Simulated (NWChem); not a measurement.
System: C$_{3}$H$_{4}$F$_{2}$Si; SMILES C(F)[Si@H](F)C#C

```xyz
10

C     -0.7815    -2.8505    -0.1750
C     -0.3258    -1.7452     0.0528
Si     0.3153    -0.0666     0.3924
F      1.7615     0.0924    -0.3289
C     -0.8883     1.1840    -0.3433
F     -0.5342     2.4639     0.0249
H     -1.1792    -3.8304    -0.3753
H      0.5089     0.1503     1.8471
H     -0.9005     1.1060    -1.4456
H     -1.9147     0.9699     0.0083
```
Atoms are numbered in this order, from 1.

Results from NWChem. Structure relaxed at the PBE0/def2-SVP level. Total energies compare along this basis series because the functional is fixed.

```json
[
 {"level": "TPSS/cc-pVDZ", "basis functions": "108", "energy (Ha)": "-605.9536", "highest occupied level (eV)": "-6.96", "orbital gap (eV)": "5.63", "dipole (D)": "2.70"},
 {"level": "TPSS/aug-cc-pVDZ", "basis functions": "178", "energy (Ha)": "-605.9870", "highest occupied level (eV)": "-7.25", "orbital gap (eV)": "5.61", "dipole (D)": "2.86"},
 {"level": "TPSS/cc-pVTZ", "basis functions": "240", "energy (Ha)": "-606.0855", "highest occupied level (eV)": "?", "orbital gap (eV)": "5.63", "dipole (D)": "?"}
]
```

Q: What belongs in the gaps?

A: 
- TPSS/cc-pVTZ, highest occupied level (eV): -7.18
- TPSS/cc-pVTZ, dipole (D): 2.74
